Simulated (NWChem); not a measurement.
System: CH5AlOS; SMILES C[O][AlH][SH]

NWChem input:

```
start job
memory heap 200 mb stack 700 mb global 900 mb
geometry units angstroms noautoz
  Al    -0.987453    -0.014701     0.005971
  H     -2.519970     0.386148     0.028907
  O     -0.604788    -1.678862     0.011860
  C      0.530507    -2.500917     0.004060
  H      1.487825    -1.930018    -0.035962
  H      0.557477    -3.137352     0.917285
  H      0.510139    -3.184381    -0.874552
  S      0.649723     1.459466    -0.032722
  H     -0.228619     2.501980    -0.028589
end
basis spherical
  * library def2-tzvp
end
dft
  xc hcth407
  iterations 150
  mulliken
end
task dft energy
```

Parts of the log:

```
             Northwest Computational Chemistry Package (NWChem) 7.3.0
             --------------------------------------------------------

 C1  symmetry detected

                             Geometry "geometry" -> ""
                             -------------------------

 Output coordinates in angstroms (scale by  1.889725989 to convert to a.u.)

  No.       Tag          Charge          X              Y              Z
 ---- ---------------- ---------- -------------- -------------- --------------
    1 Al                  13.0000    -0.91767927     0.08608251     0.00047800
    2 H                    1.0000    -2.48997548     0.28022720     0.00308605
    3 O                    8.0000    -0.31793498    -1.51272955    -0.00193003
    4 C                    6.0000     0.91629853    -2.17710142     0.00083851
    5 H                    1.0000     1.78997103    -1.48408662    -0.01946003
    6 H                    1.0000     1.01439076    -2.81393996     0.90889763
    7 H                    1.0000     0.99920469    -2.84795772    -0.88379437
    8 S                   16.0000     0.51003947     1.76436421    -0.00023330
    9 H                    1.0000    -0.49870329     2.68130200    -0.00080129

 Effective nuclear repulsion energy (a.u.)     195.2891358520

                                 NWChem DFT Module
                                 -----------------

 Summary of "ao basis" -> "ao basis" (spherical)
 ------------------------------------------------------------------------------
       Tag                 Description            Shells   Functions and Types
 ---------------- ------------------------------  ------  ---------------------
 Al                        def2-tzvp                13       37   5s5p2d1f
 H                         def2-tzvp                 4        6   3s1p
 O                         def2-tzvp                11       31   5s3p2d1f
 C                         def2-tzvp                11       31   5s3p2d1f
 S                         def2-tzvp                13       37   5s5p2d1f

            General Information
            -------------------
          SCF calculation type: DFT
          Wavefunction type:  closed shell.
          No. of atoms     :     9
          No. of electrons :    48
           Alpha electrons :    24
            Beta electrons :    24
          Charge           :     0
          Spin multiplicity:     1
          Use of symmetry is: off; symmetry adaption is: off
          Maximum number of iterations: 150
          AO basis - number of functions:   166
                     number of shells:    68
          Convergence on energy requested:  1.00D-06
          Convergence on density requested:  1.00D-05
          Convergence on gradient requested:  5.00D-04

              XC Information
              --------------
                      HCTH407 Method XC Functional
                      HCTH407  Exchange Functional  1.000
                   HCTH407  Correlation Functional  1.000

             Grid Information
             ----------------
          Grid used for XC integration:  medium
          Radial quadrature: Mura-Knowles
          Angular quadrature: Lebedev.
          Tag              B.-S. Rad. Rad. Pts. Rad. Cut. Ang. Pts.
          ---              ---------- --------- --------- ---------
          Al                  1.25       88          11.0       590
          H                   0.35       45          14.0       434
          O                   0.60       49          11.0       434
          C                   0.70       49          13.0       434
          S                   1.00       88          12.0       590
          Grid pruning is: on
          Number of quadrature shells:   499
          Spatial weights used:  Erf1

      Superposition of Atomic Density Guess
      -------------------------------------

 Sum of atomic energies:        -754.30900667

      Non-variational initial energy
      ------------------------------

 Total energy =    -755.569300
 1-e energy   =   -1430.458269
 2-e energy   =     479.599833
 HOMO         =      -0.343366
 LUMO         =       0.008606

     ---------------------------------------------
      Total Density - Mulliken Population Analysis
     ---------------------------------------------

    Atom       Charge   Shell Charges
 -----------   ------   -------------------------------------------------------
    1 Al  13    12.13   2.00  0.65  1.33  0.75  0.29  2.91  2.28  0.82  0.64  0.17  0.14  0.09  0.05
    2 H    1     1.10   0.21  0.54  0.35  0.00
    3 O    8     8.71   0.79  1.18  0.59  0.96  0.21  2.04  2.22  0.69  0.00  0.02  0.00
    4 C    6     6.17   0.86  1.12  0.53  0.66  0.13  1.11  1.28  0.37  0.02  0.08  0.01
    5 H    1     0.86   0.24  0.45  0.15  0.02
    6 H    1     0.86   0.24  0.46  0.14  0.02
    7 H    1     0.86   0.24  0.46  0.14  0.02
    8 S   16    16.59   2.01  0.49  1.48  1.08  0.78  4.19  1.69  0.92  2.53  1.39  0.01  0.03  0.00
    9 H    1     0.73   0.18  0.39  0.12  0.02

   convergence    iter        energy       DeltaE   RMS-Dens  Diis-err
 ---------------- ----- ----------------- --------- --------- ---------
 d= 0,ls=0.0,diis     1   -757.0788170618 -9.52D+02  7.40D-03  1.34D+00
 d= 0,ls=0.0,diis     2   -756.8173580815  2.61D-01  6.09D-03  3.34D+00
 d= 0,ls=0.0,diis     3   -757.1310384463 -3.14D-01  1.80D-03  3.89D-01
 d= 0,ls=0.0,diis     4   -757.1619074658 -3.09D-02  8.68D-04  3.62D-02
 d= 0,ls=0.0,diis     5   -757.1667269719 -4.82D-03  3.06D-04  4.18D-03
  Resetting Diis
 d= 0,ls=0.0,diis     6   -757.1673172235 -5.90D-04  7.42D-05  2.46D-04
 d= 0,ls=0.0,diis     7   -757.1673459227 -2.87D-05  5.08D-05  3.07D-05
 d= 0,ls=0.0,diis     8   -757.1673374384  8.48D-06  3.13D-05  1.07D-04
 d= 0,ls=0.0,diis     9   -757.1673496789 -1.22D-05  4.86D-06  2.72D-06
 d= 0,ls=0.0,diis    10   -757.1673499327 -2.54D-07  1.14D-06  1.27D-07

         Total DFT energy =     -757.167349932669
      One electron energy =    -1435.165704022849
           Coulomb energy =      543.125801452042
    Exchange-Corr. energy =      -60.416583213896
 Nuclear repulsion energy =      195.289135852033

 Numeric. integr. density =       47.999989270053

                       DFT Final Molecular Orbital Analysis
                       ------------------------------------

 Vector   22  Occ=2.000000D+00  E=-2.585568D-01
              MO Center=  9.3D-02, -8.3D-01,  1.7D-03, r^2= 4.0D+00
   Bfn.  Coefficient  Atom+Function         Bfn.  Coefficient  Atom+Function
  ----- ------------  ---------------      ----- ------------  ---------------
    51      0.326077  3 O  pz                54      0.278650  3 O  pz
   140      0.250767  8 S  pz                57      0.189938  3 O  pz
    17      0.155195  1 Al pz               143      0.153072  8 S  pz
    82     -0.132493  4 C  pz               113     -0.126096  6 H  s
   119      0.124610  7 H  s                137      0.107619  8 S  pz

 Vector   23  Occ=2.000000D+00  E=-2.542970D-01
              MO Center=  9.7D-02, -1.1D+00, -4.0D-03, r^2= 3.3D+00
   Bfn.  Coefficient  Atom+Function         Bfn.  Coefficient  Atom+Function
  ----- ------------  ---------------      ----- ------------  ---------------
    50      0.292836  3 O  py                53      0.249272  3 O  py
    49      0.230651  3 O  px                52      0.194738  3 O  px
   108     -0.163395  5 H  s                 56      0.161167  3 O  py
   107     -0.148151  5 H  s                138      0.145233  8 S  px
   139      0.145541  8 S  py                55      0.130129  3 O  px

 Vector   24  Occ=2.000000D+00  E=-2.413227D-01
              MO Center=  3.0D-01,  7.6D-01,  1.2D-03, r^2= 4.0D+00
   Bfn.  Coefficient  Atom+Function         Bfn.  Coefficient  Atom+Function
  ----- ------------  ---------------      ----- ------------  ---------------
   140      0.439704  8 S  pz               143      0.300640  8 S  pz
    51     -0.225633  3 O  pz               137      0.196868  8 S  pz
    54     -0.192193  3 O  pz               131     -0.164243  8 S  pz
    57     -0.135381  3 O  pz               113      0.075752  6 H  s
   119     -0.074170  7 H  s                134     -0.073957  8 S  pz

 Vector   25  Occ=0.000000D+00  E=-5.400407D-02
              MO Center= -1.0D+00,  2.4D-01,  3.7D-03, r^2= 4.6D+00
   Bfn.  Coefficient  Atom+Function         Bfn.  Coefficient  Atom+Function
  ----- ------------  ---------------      ----- ------------  ---------------
    20      0.754881  1 Al pz                17      0.391088  1 Al pz
   143     -0.271487  8 S  pz               140     -0.161720  8 S  pz
    51     -0.140475  3 O  pz                57     -0.123962  3 O  pz
   114      0.117136  6 H  s                 54     -0.116541  3 O  pz
   120     -0.108665  7 H  s                  8     -0.097006  1 Al pz

 Vector   26  Occ=0.000000D+00  E=-3.467646D-02
              MO Center= -2.6D-01,  5.0D-01, -1.1D-03, r^2= 6.1D+00
   Bfn.  Coefficient  Atom+Function         Bfn.  Coefficient  Atom+Function
  ----- ------------  ---------------      ----- ------------  ---------------
     5      1.287908  1 Al s                 79     -0.901915  4 C  s
   128     -0.793914  8 S  s                163      0.499218  9 H  s
   108      0.468185  5 H  s                 40     -0.406658  2 H  s
   141      0.378607  8 S  px                48     -0.339094  3 O  s
   114      0.312363  6 H  s                120      0.304109  7 H  s

 Vector   27  Occ=0.000000D+00  E=-2.460115D-02
              MO Center= -2.3D-01,  1.5D+00, -1.4D-03, r^2= 4.8D+00
   Bfn.  Coefficient  Atom+Function         Bfn.  Coefficient  Atom+Function
  ----- ------------  ---------------      ----- ------------  ---------------
   163      1.070390  9 H  s                  5     -0.800382  1 Al s
   142     -0.719484  8 S  py               108      0.433808  5 H  s
   128     -0.381714  8 S  s                 40      0.369260  2 H  s
     4     -0.349819  1 Al s                 79     -0.330314  4 C  s
   141      0.326321  8 S  px               139     -0.260722  8 S  py

     ---------------------------------------------
      Total Density - Mulliken Population Analysis
     ---------------------------------------------

    Atom       Charge   Shell Charges
 -----------   ------   -------------------------------------------------------
    1 Al  13    12.59   2.00  0.64  1.34  0.76  0.22  2.96  2.22  0.85  0.90  0.27  0.20  0.16  0.07
    2 H    1     1.05   0.24  0.53  0.28  0.00
    3 O    8     8.29   0.79  1.18  0.57  0.95  0.23  1.92  1.97  0.66  0.00  0.02  0.00
    4 C    6     6.18   0.85  1.12  0.53  0.65  0.04  1.28  1.26  0.32  0.02  0.09  0.01
    5 H    1     0.90   0.28  0.46  0.15  0.02
    6 H    1     0.89   0.28  0.46  0.13  0.02
    7 H    1     0.89   0.28  0.46  0.13  0.02
    8 S   16    16.37   2.01  0.47  1.48  1.11  0.76  4.21  1.65  0.94  2.45  1.22  0.02  0.04  0.00
    9 H    1     0.84   0.24  0.45  0.12  0.03

     -------------------------------------------
      Total Density - Lowdin Population Analysis
     -------------------------------------------

    Atom       Charge   Shell Charges
 -----------   ------   -------------------------------------------------------
    1 Al  13    13.12   2.00  0.84  1.09  0.46  0.29  2.77  2.27  0.97  0.85  0.49  0.25  0.56  0.28
    2 H    1     1.11   0.24  0.49  0.37  0.01
    3 O    8     7.94   0.87  1.09  0.52  0.55  0.28  1.77  1.88  0.92  0.00  0.06  0.00
    4 C    6     6.37   0.91  1.04  0.39  0.36  0.17  1.11  1.35  0.57  0.03  0.38  0.06
    5 H    1     0.90   0.26  0.41  0.18  0.06
    6 H    1     0.89   0.26  0.41  0.17  0.06
    7 H    1     0.89   0.26  0.41  0.17  0.06
    8 S   16    15.85   1.99  0.84  1.12  0.82  0.63  3.93  1.87  1.07  2.08  1.39  0.02  0.07  0.01
    9 H    1     0.92   0.23  0.41  0.20  0.08

     Multipole analysis of the density
     ---------------------------------

     L   x y z        total         alpha         beta         nuclear
     -   - - -        -----         -----         ----         -------
     0   0 0 0     -0.000000    -24.000000    -24.000000     48.000000

     1   1 0 0     -0.022524     -0.011262     -0.011262     -0.000000
     1   0 1 0     -0.000376     -0.000188     -0.000188      0.000000
     1   0 0 1      0.001480      0.000740      0.000740      0.000000

     2   2 0 0    -30.298580    -73.422559    -73.422559    116.546538
     2   1 1 0     -3.501018      7.430355      7.430355    -18.361727
     2   1 0 1      0.005903      0.005306      0.005306     -0.004710
     2   0 2 0    -28.545749   -232.373843   -232.373843    436.201937
     2   0 1 1     -0.007124      0.008267      0.008267     -0.023658
     2   0 0 2    -28.211418    -16.976156    -16.976156      5.740893
```

Level: HCTH/407/def2-TZVP. Structure relaxed at the PBE-D3(BJ)/def2-SVP level.
